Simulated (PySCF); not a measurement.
C2H7Si, SMILES [SiH](C)C, multiplicity 2.

Geometry: PBE0-D3(BJ)/def2-SVP. The isomer is the one that the SMILES or the coordinates give; other isomers of the formula were not compared.

Level of theory: PySCF with ωB97X/def2-TZVPD.

The molecule is in vacuum.

total energy: -369.89114 hartree
point group: Cs
α spin, highest occupied and lowest empty level: -7.67 and 1.99 eV
β spin, highest occupied and lowest empty level: -11.17 and -0.41 eV
dipole moment: 0.186 e·Å
quadrupole, principal values (traceless, Buckingham form, about the centre of nuclear charge): -1.38, -0.23, 1.62 D·Å
mean static polarisability: 58.2 bohr³ (8.62 Å³)
polarisability, principal values: 52.3, 57.3, 64.8 bohr³
⟨S²⟩: 0.752 (pure state 0.75)
